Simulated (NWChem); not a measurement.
System: BNH₃F; SMILES B(F)N

Here is an NWChem input.

```
start job
memory heap 200 mb stack 900 mb global 1100 mb
geometry units angstroms noautoz
  B     -0.486616     0.073353     0.000000
  H     -1.681822     0.102167     0.000000
  F      0.196205     1.230028     0.000000
  N      0.208728    -1.139008     0.000000
  H      1.218733    -1.194037     0.000000
  H     -0.257592    -2.033736     0.000000
end
basis spherical
  B library 6-31g*
  H library 6-31g*
  F library 6-31g*
  N library 6-31g*
end
dft
  xc m05-2x
  iterations 150
  mulliken
end
task dft energy
```

Output (shortened):

```
             Northwest Computational Chemistry Package (NWChem) 7.3.0
             --------------------------------------------------------

 CS  symmetry detected

                             Geometry "geometry" -> ""
                             -------------------------

 Output coordinates in angstroms (scale by  1.889725989 to convert to a.u.)

  No.       Tag          Charge          X              Y              Z
 ---- ---------------- ---------- -------------- -------------- --------------
    1 B                    5.0000    -0.48923228     0.06272868     0.00000000
    2 H                    1.0000    -1.68420368     0.10002468     0.00000000
    3 F                    9.0000     0.20178078     1.21452837     0.00000000
    4 N                    7.0000     0.19748972    -1.15453685     0.00000000
    5 H                    1.0000     1.20707873    -1.21673276     0.00000000
    6 H                    1.0000    -0.27516868    -2.04593270     0.00000000

 Effective nuclear repulsion energy (a.u.)      64.8450486547

      Symmetry information
      --------------------

 Group name             Cs
 Group number              2
 Group order               2
 No. of unique centers     6

                                 NWChem DFT Module
                                 -----------------

 Summary of "ao basis" -> "ao basis" (spherical)
 ------------------------------------------------------------------------------
       Tag                 Description            Shells   Functions and Types
 ---------------- ------------------------------  ------  ---------------------
 B                           6-31g*                  6       14   3s2p1d
 H                           6-31g*                  2        2   2s
 F                           6-31g*                  6       14   3s2p1d
 N                           6-31g*                  6       14   3s2p1d

      Symmetry analysis of basis
      --------------------------

        a'         36
        a"         12

            General Information
            -------------------
          SCF calculation type: DFT
          Wavefunction type:  closed shell.
          No. of atoms     :     6
          No. of electrons :    24
           Alpha electrons :    12
            Beta electrons :    12
          Charge           :     0
          Spin multiplicity:     1
          Use of symmetry is: on ; symmetry adaption is: on
          Maximum number of iterations: 150
          AO basis - number of functions:    48
                     number of shells:    24
          Convergence on energy requested:  1.00D-06
          Convergence on density requested:  1.00D-05
          Convergence on gradient requested:  5.00D-04

              XC Information
              --------------
                       M05-2X Method XC Functional
                     Hartree-Fock (Exact) Exchange  0.560
                M05-2X metaGGA Exchange Functional  0.440
                      M05-2X Correlation Potential  1.000

             Grid Information
             ----------------
          Grid used for XC integration:  medium
          Radial quadrature: Mura-Knowles
          Angular quadrature: Lebedev.
          Tag              B.-S. Rad. Rad. Pts. Rad. Cut. Ang. Pts.
          ---              ---------- --------- --------- ---------
          B                   0.85       49           7.0       434
          H                   0.35       45           8.0       434
          F                   0.50       49           9.0       434
          N                   0.65       49           7.0       434
          Grid pruning is: on
          Number of quadrature shells:   282
          Spatial weights used:  Erf1

      Superposition of Atomic Density Guess
      -------------------------------------

 Sum of atomic energies:        -179.68685638

      Non-variational initial energy
      ------------------------------

 Total energy =    -180.817636
 1-e energy   =    -374.991449
 2-e energy   =     129.328765
 HOMO         =      -0.374173
 LUMO         =       0.097505

      Symmetry analysis of molecular orbitals - initial
      -------------------------------------------------

  Numbering of irreducible representations:

     1 a'          2 a"

  Orbital symmetries:

     1 a'          2 a'          3 a'          4 a'          5 a'
     6 a'          7 a'          8 a'          9 a"         10 a'
    11 a'         12 a"         13 a"         14 a'         15 a'
    16 a'         17 a'         18 a'         19 a"         20 a'
    21 a'         22 a'

     ---------------------------------------------
      Total Density - Mulliken Population Analysis
     ---------------------------------------------

    Atom       Charge   Shell Charges
 -----------   ------   -------------------------------------------------------
    1 B    5     4.29   2.00  0.56  1.03  0.38  0.21  0.10
    2 H    1     1.04   0.49  0.55
    3 F    9     9.49   2.00  0.95  3.46  0.98  2.10  0.01
    4 N    7     8.05   2.00  0.81  2.67  0.78  1.78  0.01
    5 H    1     0.57   0.41  0.16
    6 H    1     0.56   0.41  0.15

   convergence    iter        energy       DeltaE   RMS-Dens  Diis-err
 ---------------- ----- ----------------- --------- --------- ---------
 d= 0,ls=0.0,diis     1   -181.2641640790 -2.46D+02  1.39D-02  4.52D-01
 d= 0,ls=0.0,diis     2   -181.2895671606 -2.54D-02  5.58D-03  3.61D-01
 d= 0,ls=0.0,diis     3   -181.3187189358 -2.92D-02  9.12D-04  6.21D-03
 d= 0,ls=0.0,diis     4   -181.3192776065 -5.59D-04  2.73D-04  3.33D-04
 d= 0,ls=0.0,diis     5   -181.3193058102 -2.82D-05  8.61D-05  8.98D-05
  Resetting Diis
 d= 0,ls=0.0,diis     6   -181.3193147810 -8.97D-06  1.79D-05  7.42D-07
 d= 0,ls=0.0,diis     7   -181.3193149146 -1.34D-07  5.01D-06  5.49D-08

         Total DFT energy =     -181.319314914640
      One electron energy =     -377.534473829035
           Coulomb energy =      153.993645520924
    Exchange-Corr. energy =      -22.623535261189
 Nuclear repulsion energy =       64.845048654660

 Numeric. integr. density =       24.000002104207

                  Occupations of the irreducible representations
                  ----------------------------------------------

                     irrep           alpha         beta
                     --------     --------     --------
                     a'               10.0         10.0
                     a"                2.0          2.0

                       DFT Final Molecular Orbital Analysis
                       ------------------------------------

 Vector   10  Occ=2.000000D+00  E=-5.092973D-01  Symmetry=a'
              MO Center= -1.0D-01,  3.9D-01, -2.6D-15, r^2= 2.1D+00
   Bfn.  Coefficient  Atom+Function         Bfn.  Coefficient  Atom+Function
  ----- ------------  ---------------      ----- ------------  ---------------
    20      0.436250  3 F  py                24      0.281866  3 F  py
    19     -0.257705  3 F  px                34      0.217251  4 N  py
    23     -0.183130  3 F  px                 3     -0.168571  1 B  px
    47     -0.152049  6 H  s                 38      0.130333  4 N  py
    33      0.122839  4 N  px                15      0.118058  2 H  s

 Vector   11  Occ=2.000000D+00  E=-4.084033D-01  Symmetry=a'
              MO Center= -8.0D-01,  2.3D-01, -1.3D-16, r^2= 1.8D+00
   Bfn.  Coefficient  Atom+Function         Bfn.  Coefficient  Atom+Function
  ----- ------------  ---------------      ----- ------------  ---------------
    16      0.360965  2 H  s                 19      0.342551  3 F  px
     3     -0.311858  1 B  px                15      0.266560  2 H  s
    23      0.246059  3 F  px                36     -0.177200  4 N  s
    34     -0.146078  4 N  py                33      0.145004  4 N  px
     6      0.119360  1 B  s                 20     -0.106170  3 F  py

 Vector   12  Occ=2.000000D+00  E=-3.544478D-01  Symmetry=a"
              MO Center=  1.3D-01, -9.2D-01,  1.3D-15, r^2= 1.2D+00
   Bfn.  Coefficient  Atom+Function         Bfn.  Coefficient  Atom+Function
  ----- ------------  ---------------      ----- ------------  ---------------
    35      0.548613  4 N  pz                39      0.469651  4 N  pz
    21     -0.174271  3 F  pz                 5      0.159469  1 B  pz
    25     -0.140429  3 F  pz                 9      0.069151  1 B  pz
    11     -0.031908  1 B  d -1

 Vector   13  Occ=0.000000D+00  E= 1.054877D-01  Symmetry=a"
              MO Center= -4.6D-01, -8.5D-03, -2.5D-14, r^2= 2.1D+00
   Bfn.  Coefficient  Atom+Function         Bfn.  Coefficient  Atom+Function
  ----- ------------  ---------------      ----- ------------  ---------------
     9      0.761846  1 B  pz                 5      0.464840  1 B  pz
    39     -0.425524  4 N  pz                35     -0.267081  4 N  pz
    25     -0.252483  3 F  pz                21     -0.220871  3 F  pz

 Vector   14  Occ=0.000000D+00  E= 1.469703D-01  Symmetry=a'
              MO Center=  4.4D-01, -1.7D+00,  6.9D-15, r^2= 3.0D+00
   Bfn.  Coefficient  Atom+Function         Bfn.  Coefficient  Atom+Function
  ----- ------------  ---------------      ----- ------------  ---------------
    36      1.715228  4 N  s                 48     -1.135902  6 H  s
    46     -1.092262  5 H  s                  6     -0.359421  1 B  s
    38     -0.345171  4 N  py                37      0.184275  4 N  px
     8      0.182431  1 B  py                32      0.179355  4 N  s
    34     -0.162006  4 N  py                31     -0.118396  4 N  s

 Vector   15  Occ=0.000000D+00  E= 1.943984D-01  Symmetry=a'
              MO Center=  2.8D-01, -1.5D+00,  3.7D-16, r^2= 3.4D+00
   Bfn.  Coefficient  Atom+Function         Bfn.  Coefficient  Atom+Function
  ----- ------------  ---------------      ----- ------------  ---------------
    48     -1.378095  6 H  s                 46      1.284524  5 H  s
    37     -0.767914  4 N  px                38     -0.546073  4 N  py
    16     -0.452388  2 H  s                 33     -0.280632  4 N  px
     8     -0.278789  1 B  py                 6      0.252697  1 B  s
     3     -0.188902  1 B  px                34     -0.174811  4 N  py

     ---------------------------------------------
      Total Density - Mulliken Population Analysis
     ---------------------------------------------

    Atom       Charge   Shell Charges
 -----------   ------   -------------------------------------------------------
    1 B    5     4.56   2.00  0.53  1.38  0.27  0.27  0.12
    2 H    1     1.06   0.51  0.55
    3 F    9     9.30   2.00  0.91  3.33  1.00  2.05  0.01
    4 N    7     7.79   2.00  0.75  2.56  0.80  1.67  0.02
    5 H    1     0.65   0.49  0.15
    6 H    1     0.65   0.50  0.15

     -------------------------------------------
      Total Density - Lowdin Population Analysis
     -------------------------------------------

    Atom       Charge   Shell Charges
 -----------   ------   -------------------------------------------------------
    1 B    5     5.10   1.98  0.43  1.27  0.37  0.76  0.30
    2 H    1     0.99   0.49  0.50
    3 F    9     9.06   1.99  0.89  3.19  0.79  2.17  0.02
    4 N    7     7.38   1.99  0.65  2.38  0.52  1.80  0.04
    5 H    1     0.74   0.46  0.28
    6 H    1     0.74   0.47  0.27

     Multipole analysis of the density
     ---------------------------------

     L   x y z        total         alpha         beta         nuclear
     -   - - -        -----         -----         ----         -------
     0   0 0 0     -0.000000    -12.000000    -12.000000     24.000000

     1   1 0 0      0.180729      0.090364      0.090364      0.000000
     1   0 1 0     -0.933059     -0.466530     -0.466530     -0.000000
     1   0 0 1     -0.000000     -0.000000     -0.000000      0.000000

     2   2 0 0    -12.024717    -17.092469    -17.092469     22.160221
     2   1 1 0     -0.604600      0.801284      0.801284     -2.207167
     2   1 0 1     -0.000000     -0.000000     -0.000000      0.000000
     2   0 2 0    -11.378208    -56.223875    -56.223875    101.069542
     2   0 1 1     -0.000000     -0.000000     -0.000000      0.000000
     2   0 0 2    -13.278443     -6.639221     -6.639221      0.000000
```

Level: M05-2X/6-31G* (spherical d). Coordinates come from a B3LYP/6-31G* (spherical d) optimisation.
